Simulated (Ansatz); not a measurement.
Nan (charge +1): gap (eV) at several levels, gas phase, relaxed structures; Ansatz. Clusters are the lowest isomers that short searches found in that spin, judged at the geometry's level. HOMO and LUMO are taken over both spins. Singlets are spin-restricted. A dash marks a value that wasn't run or was left out as unsound. The structures are stationary points that may keep the symmetry of their start. Remarks come from the PBE and PBE0 runs and from stability tests at other levels; not every state was tested.

```tsv
species	state	geometry	PBE/def2-SVP	PBE/def2-TZVP	revPBE/def2-TZVP	r2SCAN/def2-TZVP	PBE0/def2-SVP	PBE0/def2-TZVP	remarks
Na5⁺	singlet	r2SCAN/def2-SVP	1.39	1.38	1.38	1.55	2.33	2.32	–
Na8⁺	doublet	r2SCAN/def2-SVP	0.46	0.47	0.51	0.93	1.38	1.41	–
Na9⁺	singlet	r2SCAN/def2-SVP	1.27	1.26	–	1.39	2.09	2.10	restricted SCF unstable in HF
Na11⁺	singlet	PBE/def2-SVP	0.63	0.64	0.64	0.69	1.40	1.41	restricted SCF unstable in HF
```

Over the 3 species that have every level, the mean is 0.83 at PBE/def2-SVP, 0.83 at PBE/def2-TZVP, 0.84 at revPBE/def2-TZVP, 1.06 at r2SCAN/def2-TZVP, 1.70 at PBE0/def2-SVP, 1.71 at PBE0/def2-TZVP. Orbital gaps grow with the share of exact exchange and aren't one observable across functionals.
